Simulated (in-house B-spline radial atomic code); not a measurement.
**RPA and G0W0 on Hartree-Fock: Be**

Configuration [He] 2s2, mean-field start Hartree-Fock. Computed with a B-spline radial code for spherical atoms: all electrons, non-relativistic, point nucleus, each spin shell either full or empty, empty states to l = 9 with an (l + 1/2)⁻⁴ tail; G0W0 by contour deformation at full frequency.

Command:
```bash
python run_gw.py task.json out
```
Settings (radii: box in bohr, nucleus in fm):
```
Z                        4
electrons                4
configuration            [He] 2s2
hamiltonian              nr
method                   hf
lmax                     9
spin_polarised           False
box_radius               40
intervals                47
ion_configuration        [He] 2s1
```

Cost of the run: 0.8 s on 1 thread of Arm Neoverse V2 (shared host).

Energies (hartree):

```
                                     term      value
                         mean-field total  -14.57302
Hartree-Fock functional on these orbitals  -14.57302
                      direct second order   -0.14969
                    second-order exchange   0.073366
                         SOSEX correction   0.064908
```

(1) What is the RPA correlation energy, and what remains with SOSEX?

Quasi-particle levels (eV):

```json
{"level": "2s", "occupied": "yes", "mean field": "-8.416", "Σx - vxc": "0.00", "Σc": "?", "QP weight": "?", "G0W0": "?"}
{"level": "1s", "occupied": "yes", "mean field": "-128.78", "Σx - vxc": "0.00", "Σc": "2.81", "QP weight": "0.891", "G0W0": "-125.98"}
```

G0W0 = mean field + (Σx - vxc) + Σc, with Σc (partial-wave tail included) taken at the quasi-particle energy.

(2) Where does G0W0 put 2s?

(3) What does it cost to remove one electron (to [He] 2s1) by differences of total energies, each species on its own start (correlation terms add to the Hartree-Fock functional)?

## Answers

(1) RPA gives -0.13227 hartree (-0.9 eV per electron); RPA + SOSEX gives -0.06736, and the second-order doubles (MP2) -0.076323 hartree. SOSEX takes back 49 % of the RPA value.

(2) At -9.203 eV, with Σc = -0.79 eV and a quasi-particle weight of 0.938. The tabulated removal energy is 9.323 eV (NIST, measured).

(3) Hartree-Fock functional 8.043 eV, + RPA 8.998 eV, + RPA + SOSEX 8.739 eV, + second order 8.910 eV. Tabulated: 9.323 eV (NIST, measured).
